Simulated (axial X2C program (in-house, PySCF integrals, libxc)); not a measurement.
**Which molecule has these constants?**

Calculated with an in-house relativistic program for diatomic molecules, spin-free (one-electron X2C) or two-component (2c: spin–orbit coupling with atomic mean-field Coulomb and Gaunt terms, which also bring small scalar terms), in Dyall basis sets with cores contracted in-house; open shells are unrestricted.

A two-component PBE0 calculation in a Dyall 3-zeta basis gave Re = 2.278 Å, ωe = 470.3 cm⁻¹, De = 1.58 eV, Ω = 1.

Problem. Which molecule is it?
A. BeN⁺
B. CaN⁺
C. SrN⁺

Solution. C. The others have BeN⁺ 1.573 Å and 985.3 cm⁻¹ (Ω = 1); CaN⁺ 2.138 Å and 540.1 cm⁻¹ (Ω = 1).

Each entry is the lowest single determinant of a limited PBE0 search at one distance. De goes to single-determinant-based atoms at the same level (for ions the charge split of lowest energy) and is withheld (n/a) where an atom does not fit its ground term or J level. Main or longest-lived isotopes. One determinant is a doubtful description, or other states lie close, for SrN⁺, BeN⁺, CaN⁺; these need not be ground states, and all values refer to the states named. Some open-shell Ω = 0 determinants are out of reach, so the Ω given for SrN⁺, BeN⁺, CaN⁺ need not be the lowest component. With several unpaired electrons the Ω given is that of one determinant, not necessarily of the lowest component.
